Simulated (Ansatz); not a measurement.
Stepwise reaction of `[SH][Al]([Cl])[Cl]` with hydrogen fluoride, as a gas-phase model of exchange steps in deposition or etching. ΔE in kJ/mol; ΔG adds harmonic PBE0-D4 terms to CCSD(T)/CBS, at 1 bar.

Isolated molecules relaxed with PBE0-D4/def2-TZVP in Ansatz; ΔE leaves out vibrations. CBS: MP2 limit from def2 TZ/QZ plus the TZ coupled-cluster correction, frozen cores. This one scheme is used for every species. Functionals use def2-TZVPP. B3LYP here is the variant with VWN-RPA as its local correlation; programs differ in this. Each species was taken in one conformer, which may not be the lowest.

```json
{"step": "2", "reaction": "`[F][Al]([SH])[Cl]` + H–F → `[F][Al]([F])[SH]` + HCl", "PBE-D4": "-17.3", "B3LYP-D4": "-23.3", "ωB97M-V": "-20.6", "CCSD(T)/CBS": "-19.0", "ΔG(500 K)": "-24.8"}
```

Question: Give the row of step 1, `[SH][Al]([Cl])[Cl]` + H–F → `[F][Al]([SH])[Cl]` + HCl. (Best estimate.)

Answer: Ansatz gave: 
```csv
step,reaction,PBE-D4,B3LYP-D4,ωB97M-V,CCSD(T)/CBS,ΔG(500 K)
1,`[SH][Al]([Cl])[Cl]` + H–F → `[F][Al]([SH])[Cl]` + HCl,-17.3,-23.3,-20.9,-18.5,-24.3
```

Question: By hand: ΔE of the 2 steps together at CCSD(T)/CBS.

Answer: (-18.5) + (-19.0) = -37.5 kJ/mol, or -18.8 kJ/mol a step.

In ΔE the steps differ by no more than 0.5 kJ/mol. All are downhill at CCSD(T)/CBS. ΔG lies between -24.8 and -24.3 kJ/mol a step. PBE-D4 differs from CCSD(T)/CBS by 1.2 to 1.7 kJ/mol a step. Isolated molecules leave out the surface, adducts and barriers. Largest T1 diagnostic: 0.012.
